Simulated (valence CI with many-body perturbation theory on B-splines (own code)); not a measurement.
**Cl¹¹⁺ in brief**

Method: valence CI with perturbative core correlation (CI+MBPT): four valence electrons over a frozen Dirac-Fock core [He], radial functions for each j: 9 s, 9 p, 8 d, 6 f, 3 g, 1 h, with the one-electron correlation potential Σ1 (screened to all orders), the two-electron term Σ2, the three-electron term Σ3, Breit, model QED; selected single and double excitations, second order for the rest, scaled by the run's own slope (own B-spline code, finite nucleus).

No measured spectrum was set against this ion. As an estimate, levels of excited configurations hold to 0.05 to 0.15 % of their energy, terms of the ground configuration to about 0.5 %. Among the levels kept, up to 330 cm⁻¹ of a level comes from second order outside the variational space, and about a tenth of that is noise between levels of different J, which matters for small intervals.

Rates and lifetimes use the calculated energies. Strong lines usually hold to 10 to 20 %, long lifetimes can be off by a factor of two.

Task: What is the ground level?

Result: 2s²2p² ³P_0, composition 97 % 2s²2p² ³P + 1 % 2s²2p² ¹S.

Task: What are the static dipole polarisabilities of the lowest levels?

Result: 2s²2p² ³P_0 0.0592; 2s²2p² ³P_1 0.0596 (tensor 0.0024); 2s²2p² ³P_2 0.0596 (tensor -0.0045); 2s²2p² ¹D_2 0.0536 (tensor 0.014) bohr³, of which the core gives 0.000116.

Task: What is the ionisation energy?

Result: 591.89 eV; NIST lists 591.58 ± 0.19 eV (semi-empirical).

Task: Among levels below 2966900 cm⁻¹, which E1 lines absorb most strongly from the ground level?

Result: to 2s²2p3d ³D°_1 at 3.373 nm, f = 1.15; to 2s2p³ ³D°_1 at 25.73 nm, f = 0.0741; to 2s2p³ ³S°_1 at 17.19 nm, f = 0.0708.

Task: How is the term ³P of the ground level split?

Result: J = 0 at 0, J = 1 at 7220, J = 2 at 16608 cm⁻¹.

Task: Name the longest-lived excited levels whose lifetime is computed, and their main decay.

Result: 2s²2p² ³P_1 at 7220 cm⁻¹ lives 149 ms, mostly by M1 to 2s²2p² ³P_0; 2s²2p² ³P_2 at 16608 cm⁻¹ lives 90.8 ms, mostly by M1 to 2s²2p² ³P_1; 2s²2p² ¹D_2 at 75707 cm⁻¹ lives 4.42 ms, mostly by M1 to 2s²2p² ³P_2.

Task: How well does LS coupling describe the low levels?

Result: Among the lowest 20 levels the leading LS term, summed over configurations, holds 99 % on average. For single configurations the figures are 98 % in LS and 69 % in jj coupling. Terms hardly mix: every one of these levels is at least 95 % one term.
